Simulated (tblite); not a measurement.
Species: C5H3N3S.
Geometry (GFN2-xTB, Å), atoms numbered from 1 in this order:
```xyz
12
C5H3N3S angstrom
N      0.463    2.937   -0.889
C      0.627    1.853   -0.557
C      0.810    0.521   -0.150
C      2.022   -0.094    0.049
S      1.765   -1.714    0.534
N      0.151   -1.596    0.482
C     -0.253   -0.402    0.117
C     -1.679   -0.087    0.007
N     -2.640   -0.863    0.232
H      3.004    0.318   -0.065
H     -1.907    0.929   -0.303
H     -2.362   -1.802    0.518
```

Computed values, GFN2-xTB/tblite, gas phase, harmonic and unscaled. Against measured fundamentals such values can be off by several per cent, at times by over 20. One conformer, not necessarily the lowest.

Harmonic wavenumbers (cm⁻¹): 94.5, 110.5, 133.4, 195.1, 217.6, 410.4, 417.9, 486.0, 505.4, 569.0, 605.0, 631.9, 763.1, 789.7, 801.8, 847.3, 903.0, 1078.9, 1085.0, 1145.5, 1166.8, 1313.0, 1354.5, 1431.7, 1499.4, 1698.8, 2374.8, 3008.5, 3172.7, 3319.8.

A = 1730, B = 1475, C = 796.1 MHz; mass 137.005 u (most abundant isotopes); point group Cs, symmetry number 1.

Task: Zero-point energy?

Result: Half the sum of the wavenumbers: 16066 cm⁻¹ = 45.93 kcal/mol.

Task: Entropy at 400 K, 1 bar (ideal gas, RRHO, classical rotation)?

Result: Translation 42.14, rotation 30.33, vibration 27.26: S = 99.7 cal/(mol K).

Task: And Cp and H(400 K) − H(0)?

Result: Cp = 37.07 cal/(mol K), of which vibrations give 29.12 (their classical limit is 30 R = 59.6); H(400 K) − H(0) = 9.12 kcal/mol without the zero-point energy, 5.94 from vibrations.

Task: How do the functions run with temperature in this model?

Result: 
```
T (K)  S (cal/(mol K))  Cp (cal/(mol K))  H − H(0) (kcal/mol)  G − H(0) (kcal/mol)  ln q(vib)
  100             66.2              15.4                 1.11                -5.51       0.80
  200             79.2              23.1                 3.03               -12.81       2.53
  300             90.0              30.7                 5.72               -21.27       4.37
  500            108.6              42.1                13.09               -41.19       8.10
  800            130.7              51.7                27.34               -77.23      13.34
 1000            142.7              55.5                38.09              -104.60      16.50
```

q(vib) and H(0) count from the zero-point level.

Task: What must be added to the electronic energy to get the Gibbs energy at 400 K and 1 bar?

Result: ZPE + [H(400 K) − H(0)] − T·S = 45.93 + 9.12 − 39.89 = 15.16 kcal/mol.

Task: Which modes carry the vibrational entropy at 400 K?

Result: 94.5 cm⁻¹: 4.14; 110.5 cm⁻¹: 3.83; 133.4 cm⁻¹: 3.47; 195.1 cm⁻¹: 2.73; 217.6 cm⁻¹: 2.52; 410.4 cm⁻¹: 1.38 cal/(mol K); the other 24 give 9.18 together.

Hindered rotation and anharmonicity are outside this model. Other conformers, if any are populated, would add a mixing term that is left out.
